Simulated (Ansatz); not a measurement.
The same atomization along the group O, S, Se.

Gas-phase electronic energies from Ansatz, PBE0-D4/def2-TZVP geometries. CBS: MP2 limit from def2 TZ/QZ plus the TZ coupled-cluster correction, frozen cores. This one scheme is used for every species, atoms too. DFT in def2-TZVPP. Open shells (•) are unrestricted, without spin–orbit coupling. Spin–orbit coupling would lower the free atoms: a little for C, O, S; clearly for Ga, Se. Bonds to Ga, Se are less sure, by a few kJ/mol each and by 10 to 20 or more in all where they break to atoms, as the def2 sets lack core-valence functions. Scalar relativity is left out up to krypton.

| reaction | B2PLYP (kcal/mol) | PBE-D4 (kcal/mol) | LDA (SPW92) (kcal/mol) |
| --- | --- | --- | --- |
| `C[O][GaH2]` → C• + Ga• + 5 H• + O• | 607.6 | 619.2 | 701.5 |
| `C[S][GaH2]` → C• + Ga• + 5 H• + S• | 575.1 | 587.5 | 660.8 |
| `C[Se][GaH2]` → C• + Ga• + 5 H• + Se• | 562.0 | 573.2 | 645.9 |

Give the CCSD(T)/CBS values in the same order. (An estimate is asked.)

Ansatz gave: 616.4, 585.6, 573.3 kcal/mol.

Largest T1 diagnostic: 0.015, for `C[O][GaH2]`.

For atomizations the MP2-based limit and the directly extrapolated one differ by several kJ/mol either way, and by 10 to 25 for some Ge, Se and Sn compounds, so smaller differences from it don't rank the levels.
